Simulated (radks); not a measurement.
Spherical quantum dot in the effective-mass picture: electrons in a parabolic well V = omega^2 r^2 / 2 with omega = 0.984, all in effective atomic units (hartree* = m*/eps^2 hartree, bohr* = eps/m* bohr), one dielectric constant everywhere. Method: non-relativistic Kohn-Sham, LDA (Slater exchange, Perdew-Wang correlation), spin-polarised, spherical densities; computed with a radial shooting solver with Libxc functionals. Levels are named by radial order and angular momentum (1s, 1p, 1d, 2s, ...), and open shells are averaged over m.

N = 12, configuration 1s2 1p6 1d(up 4, down 0). This is the lowest configuration that the search found. Occupied and some empty levels:

| level | occupation | eigenvalue (hartree*) | <r> (bohr*) |
|---|---|---|---|
| 1s up | 1 | 7.1595 | 1.542 |
| 1s down | 1 | 7.2199 | 1.514 |
| 1p up | 3 | 7.7018 | 1.930 |
| 1p down | 3 | 7.7810 | 1.920 |
| 1d up | 4 | 8.3151 | 2.211 |
| 1d down | 0 | 8.4002 | 2.213 |
| 2s up | 0 | 8.4497 | 1.942 |
| 2s down | 0 | 8.5048 | 1.958 |
| 1f up | 0 | 8.9866 | 2.440 |
| 1f down | 0 | 9.0702 | 2.449 |
| 2p up | 0 | 9.1731 | 2.211 |
| 2p down | 0 | 9.2282 | 2.220 |

Energy (hartree*): total 62.6216, kinetic 10.279, external 24.423, Hartree 33.056, exchange-correlation -5.1373.

Electron density:

| r (bohr*) | n(r) (e/bohr*^3) |
|---|---|
| 0.185 | 0.1331 |
| 0.391 | 0.1451 |
| 0.597 | 0.1631 |
| 0.803 | 0.1835 |
| 1.01 | 0.2017 |
| 1.22 | 0.2129 |
| 1.42 | 0.2133 |
| 1.63 | 0.2008 |
| 1.83 | 0.1763 |
| 2.04 | 0.1433 |
| 2.25 | 0.1072 |
| 2.45 | 0.07329 |
| 2.66 | 0.04564 |
| 2.86 | 0.02581 |
| 3.07 | 0.01322 |
| 3.28 | 0.006127 |
| 3.48 | 0.002573 |
| 3.69 | 0.0009740 |
| 3.90 | 0.0003356 |
| 4.10 | 0.0001050 |
